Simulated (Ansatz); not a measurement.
Nudged elastic band run: GaH$_{5}$S

The input (input.yaml):

```yaml
crystal:
  periodic: [false, false, false]
  atoms:
    - { symbol: Ga, position_ang: [-0.037285, 0.098114, -0.013392] }
    - { symbol: H, position_ang: [-0.540698, 0.545269, 1.424242] }
    - { symbol: H, position_ang: [1.497715, 0.26062, -0.372892] }
    - { symbol: H, position_ang: [-1.097677, -0.058439, -1.181067] }
    - { symbol: S, position_ang: [0.116699, -2.488951, 0.486119] }
    - { symbol: H, position_ang: [-1.128588, -2.631043, 1.022033] }
    - { symbol: H, position_ang: [0.690433, -2.39047, 1.718759] }
basis:
  gaussian: { orbitals: def2-SVP }
hamiltonian:
  xc: pbe
  dispersion: d4
neb:
  order_check: false
  images: 9
  f_tol: 0.03
  max_iterations: 60
  final_atoms:
    - { symbol: Ga, position_ang: [0.10341569, -0.69304338, -0.36902801] }
    - { symbol: H, position_ang: [0.04020301, 0.38071202, 2.17312546] }
    - { symbol: H, position_ang: [1.50035082, 0.01010757, -0.51032951] }
    - { symbol: H, position_ang: [-1.3162375, -0.0442543, -0.55795451] }
    - { symbol: S, position_ang: [0.21226726, -2.87647657, 0.05206619] }
    - { symbol: H, position_ang: [-1.13854664, -3.05584954, 0.06443225] }
    - { symbol: H, position_ang: [0.09914635, -0.38609579, 2.23149012] }
  initial_path:
    images:
      - { positions_ang: [[-0.037285, 0.098114, -0.013392], [-0.540698, 0.545269, 1.424242], [1.497715, 0.26062, -0.372892], [-1.097677, -0.058439, -1.181067], [0.116699, -2.488951, 0.486119], [-1.128588, -2.631043, 1.022033], [0.690433, -2.39047, 1.718759]] }
      - { positions_ang: [[-0.01638432, 0.07429286, -0.01630695], [-0.42936638, 0.44489832, 1.51744719], [1.48716593, 0.18339729, -0.45298653], [-1.1318653, -0.04058245, -1.11507866], [0.09545303, -2.47737629, 0.5614121], [-1.05686904, -2.74979033, 0.82032498], [0.55246508, -2.09973941, 1.76898986]] }
      - { positions_ang: [[0.00451636, 0.05047172, -0.01922189], [-0.31803476, 0.34452764, 1.61065238], [1.47661685, 0.10617458, -0.53308106], [-1.1660536, -0.0227259, -1.04909032], [0.07420706, -2.46580157, 0.6367052], [-0.98515007, -2.86853766, 0.61861696], [0.41449717, -1.80900882, 1.81922072]] }
      - { positions_ang: [[0.02541704, 0.02665058, -0.02213684], [-0.20670314, 0.24415696, 1.70385757], [1.46606778, 0.02895187, -0.61317559], [-1.2002419, -0.00486935, -0.98310198], [0.05296109, -2.45422686, 0.7119983], [-0.91343111, -2.98728499, 0.41690894], [0.27652925, -1.51827822, 1.86945158]] }
      - { positions_ang: [[0.04631771, 0.00282944, -0.02505178], [-0.09537152, 0.14378628, 1.79706276], [1.4555187, -0.04827084, -0.69327011], [-1.23443021, 0.0129872, -0.91711363], [0.03171513, -2.44265214, 0.7872914], [-0.84171215, -3.10603232, 0.21520092], [0.13856133, -1.22754763, 1.91968244]] }
      - { positions_ang: [[0.06721839, -0.0209917, -0.02796673], [0.01596009, 0.0434156, 1.89026795], [1.44496963, -0.12549354, -0.77336464], [-1.26861851, 0.03084375, -0.85112529], [0.01046916, -2.43107743, 0.8625845], [-0.76999318, -3.22477964, 0.0134929], [0.00059342, -0.93681704, 1.9699133]] }
      - { positions_ang: [[0.07445785, -0.15540204, -0.09617898], [0.02080868, 0.11087488, 1.94683946], [1.45604587, -0.09837332, -0.72075762], [-1.2781423, 0.01582414, -0.79249114], [0.05082878, -2.52015726, 0.70048084], [-0.84370387, -3.19099362, 0.02368077], [0.020304, -0.82667279, 2.02222867]] }
      - { positions_ang: [[0.08169731, -0.28981237, -0.16439124], [0.02565726, 0.17833417, 2.00341096], [1.46712211, -0.0712531, -0.66815059], [-1.2876661, 0.00080453, -0.73385698], [0.0911884, -2.60923708, 0.53837718], [-0.91741456, -3.1572076, 0.03386864], [0.04001459, -0.71652854, 2.07454403]] }
      - { positions_ang: [[0.08893677, -0.42422271, -0.2326035], [0.03050584, 0.24579345, 2.05998246], [1.47819835, -0.04413287, -0.61554356], [-1.2971899, -0.01421508, -0.67522282], [0.13154802, -2.69831691, 0.37627352], [-0.99112526, -3.12342158, 0.04405651], [0.05972518, -0.60638429, 2.12685939]] }
      - { positions_ang: [[0.09617623, -0.55863305, -0.30081576], [0.03535442, 0.31325273, 2.11655396], [1.48927459, -0.01701265, -0.56293654], [-1.3067137, -0.02923469, -0.61658867], [0.17190764, -2.78739674, 0.21416985], [-1.06483595, -3.08963556, 0.05424438], [0.07943576, -0.49624004, 2.17917476]] }
      - { positions_ang: [[0.10341569, -0.69304338, -0.36902801], [0.04020301, 0.38071202, 2.17312546], [1.50035082, 0.01010757, -0.51032951], [-1.3162375, -0.0442543, -0.55795451], [0.21226726, -2.87647657, 0.05206619], [-1.13854664, -3.05584954, 0.06443225], [0.09914635, -0.38609579, 2.23149012]] }
```

Command:

```bash
$ ansatz run input.yaml --threads 1 --pin off --max-ram 2048MiB --backend cpu --events-out ev --progress --plain --runs-dir out
```

Output, in part (warnings, iteration lines, the closing report on the highest movable image, with atoms numbered from 0):

```
NEB end point (image 0): max|allowed force component| = 4.908e-3 eV/Å (the criterion of neb.relax_end_points is 1.000e-2)
NEB end point (image 10): max|allowed force component| = 7.410e-3 eV/Å (the criterion of neb.relax_end_points is 1.000e-2)
NEB iter   1: max|band force component| = 1.143e1 eV/Å  barrier→ = 2.1755 eV  barrier← = 2.5309 eV  Δτ_max = 0.2000 Å  (261 SCF iters)
NEB iter   2: max|band force component| = 4.479e0 eV/Å  barrier→ = 0.9006 eV  barrier← = 1.2561 eV  Δτ_max = 0.2000 Å  (265 SCF iters)
NEB iter   3: max|band force component| = 1.818e0 eV/Å  barrier→ = 0.5638 eV  barrier← = 0.9192 eV  Δτ_max = 0.2000 Å  (250 SCF iters)
NEB iter   4: max|band force component| = 9.435e-1 eV/Å  barrier→ = 0.4951 eV  barrier← = 0.8506 eV  Δτ_max = 0.2000 Å  (231 SCF iters)
NEB iter   5: max|band force component| = 6.558e-1 eV/Å  barrier→ = 0.5381 eV  barrier← = 0.8936 eV  Δτ_max = 0.2000 Å  (225 SCF iters)
NEB iter   6: max|band force component| = 6.125e-1 eV/Å  barrier→ = 0.5293 eV  barrier← = 0.8848 eV  Δτ_max = 0.0998 Å  (234 SCF iters)
NEB iter   7: max|band force component| = 7.615e-1 eV/Å  barrier→ = 0.4295 eV  barrier← = 0.7850 eV  CI = image 6  Δτ_max = 0.1279 Å  (225 SCF iters)
NEB iter   8: max|band force component| = 2.143e0 eV/Å  barrier→ = 0.5632 eV  barrier← = 0.9187 eV  CI = image 6  Δτ_max = 0.0646 Å  (227 SCF iters)
NEB iter   9: max|band force component| = 2.809e-1 eV/Å  barrier→ = 0.5257 eV  barrier← = 0.8812 eV  CI = image 6  Δτ_max = 0.1024 Å  (214 SCF iters)
NEB iter  10: max|band force component| = 1.899e-1 eV/Å  barrier→ = 0.5254 eV  barrier← = 0.8809 eV  CI = image 6  Δτ_max = 0.0453 Å  (220 SCF iters)
NEB iter  11: max|band force component| = 8.270e-2 eV/Å  barrier→ = 0.5166 eV  barrier← = 0.8721 eV  CI = image 6  Δτ_max = 0.0144 Å  (216 SCF iters)
NEB iter  12: max|band force component| = 1.570e-2 eV/Å  barrier→ = 0.5162 eV  barrier← = 0.8717 eV  CI = image 6  Δτ_max = 0.0000 Å  (424 SCF iters)
Total energy: -63270.73825164 eV, -2325.1567443009 hartree
Atom 0 at     0.099165    -0.220540    -0.104241 Å, force     0.006547    -0.015603     0.004155 eV/Å
Atom 1 at    -0.100225    -0.092205     1.624051 Å, force    -0.001787    -0.009854     0.008835 eV/Å
Atom 2 at     1.559988     0.227439    -0.435442 Å, force     0.000662     0.003583    -0.001168 eV/Å
Atom 3 at    -1.292305     0.007282    -0.781755 Å, force    -0.006163     0.001211    -0.005717 eV/Å
Atom 4 at     0.272371    -2.594110     0.649541 Å, force    -0.006956     0.007751     0.000473 eV/Å
Atom 5 at    -1.074793    -2.797127     0.606075 Å, force     0.000972    -0.000059    -0.002063 eV/Å
Atom 6 at     0.036398    -1.195639     1.525573 Å, force     0.006725     0.012970    -0.004515 eV/Å
Dipole moment:    -0.194022    -0.001096     0.026730 e Å
```

It converged. A vibrational analysis at the climbing image gives one clearly imaginary mode, 875i cm⁻¹: a first-order saddle point. The orbitals stay closed-shell, which can raise the energy where a bond breaks towards radicals; this wasn't checked here.

Final band (atoms are numbered from 1 in the order of the input):

```csv
image,path coordinate (Å),energy (eV),Ga1–H2 (Å),S5–H7 (Å),H2–H7 (Å)
0,0.00,0.00,1.59,1.36,3.20
1,0.38,0.01,1.59,1.36,3.09
2,0.75,0.02,1.59,1.36,2.90
3,1.13,0.06,1.59,1.36,2.44
4,1.50,0.16,1.60,1.37,1.99
5,1.88,0.31,1.64,1.43,1.55
6,2.25,0.52,1.74,1.67,1.12
7,2.71,0.10,2.01,2.13,0.84
8,3.17,-0.24,2.32,2.56,0.78
9,3.63,-0.34,2.58,2.93,0.77
10,4.09,-0.36,2.76,3.31,0.77
```

Time of the run: 3.2 min on 1 thread of Arm Neoverse V2, on a shared host, peak memory 0.15 GiB.
